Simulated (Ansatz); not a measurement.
A nudged elastic band was laid between two geometries of ClH6InO3Si (12 atoms, charge 0, multiplicity 1).

The calculation used Ansatz 0.2.0, RKS LDA/def2-SVP.

```yaml
movable_images: 7
climbing_image: yes
spring: 5.0 eV/Å²
optimiser: quadratic models (default)
start_path: through a guess of the saddle point
force_threshold: 0.05 eV/Å
iteration_limit: 60
end_points: relaxed
```

First end point:

```xyz
12
Properties=species:S:1:pos:R:3
In 0.080 -0.030 0.167
O -0.284 -0.452 2.174
H -1.146 -0.846 2.409
Cl 2.298 -0.395 -0.408
O -1.394 -0.028 -1.158
H -2.107 0.564 -0.844
O 0.279 1.742 1.492
Si 1.726 2.594 1.700
H 2.795 1.708 2.279
H 2.131 3.106 0.348
H 1.462 3.746 2.633
H -0.027 0.942 2.167
```

Last end point:

```xyz
12
Properties=species:S:1:pos:R:3
In 0.449 0.232 0.538
O -0.924 -0.755 1.994
H -1.581 -0.499 1.233
Cl 2.018 -1.129 -0.494
O -1.470 0.255 -0.173
H -1.602 -0.156 -1.049
O 0.865 1.782 1.705
Si 2.013 2.971 1.624
H 3.418 2.414 1.657
H 1.883 3.802 0.367
H 1.829 3.877 2.814
H -1.085 -0.142 2.743
```

(1) Which bonds break or form, and what moves?

(2) What energy profile does the band end with?

Answers

(1) Bonds broken: O7–H12. Bonds formed: O2–H12.

(2) The run converged. The highest image is number 0 of 0 to 8, 0.0 kcal/mol above the first end and 5.5 kcal/mol above the last; the last end lies 5.5 kcal/mol below the first. The highest image is an end point: on this band no image between the ends rises above it. A vibrational analysis next to that end finds imaginary modes (75i cm⁻¹), so it isn't a minimum. Between wells the path still climbs a hump at image 4, 0.06 eV above the well before it. The orbitals stay closed-shell, which can raise the energy where a bond breaks towards radicals; this wasn't checked here.

```csv
image,path coordinate (Å),energy (kcal/mol),O7–H12 (Å),O2–H12 (Å)
0,0.00,0.0,1.09,1.42
1,0.10,0.0,1.11,1.38
2,0.94,-3.6,1.60,1.04
3,1.78,-2.3,1.57,1.04
4,2.63,-2.1,1.58,1.04
5,3.47,-5.1,1.63,1.03
6,4.31,-4.9,1.76,1.01
7,5.15,-5.3,2.27,0.99
8,5.99,-5.5,2.93,0.98
```

Time of the run: 3.7 min on 4 threads of Arm Neoverse V2, on a shared host, peak memory 0.2 GiB.
